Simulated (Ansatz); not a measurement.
Molecule: C₅H₇, net charge -1, singlet state. It need not be the lowest isomer of its formula. Whether it binds its extra electron was not tested at this geometry. 
Geometry from a B3LYP-D3(BJ)/def2-TZVP (Ansatz, a first-principles code) optimisation:
SMILES: C=C/C=C\[CH2-]
```xyz
12

C      2.3745    -0.1550     0.2955
C      1.0129    -0.2640     0.2005
C      0.0603     0.6717    -0.2469
C     -1.3371     0.4600    -0.3067
C     -2.1253    -0.6149     0.0193
H      2.9809    -0.9733     0.6641
H      2.8960     0.7529     0.0057
H      0.5976    -1.2218     0.5197
H      0.4244     1.6426    -0.5761
H     -1.8899     1.3231    -0.6869
H     -3.2002    -0.5678    -0.1058
H     -1.7201    -1.5422     0.4089
```
Charge -1, spin multiplicity 1.

Basis-set convergence of Hartree-Fock and MP2 correlation energies (hartree) with Ansatz. Cores are frozen in the correlated levels unless marked. No spin-orbit coupling. Non-relativistic. This anion needs diffuse functions, which these sets lack.

| basis | functions | E(HF) | E(corr, MP2) |
|---|---|---|---|
| cc-pVDZ | 105 | -193.33427 | -0.68949 |
| cc-pVTZ | 248 | … | … |

Task: Some entries are withheld; supply them.

Result: 
- cc-pVTZ, E(HF): -193.39236
- cc-pVTZ, E(corr, MP2): -0.84301
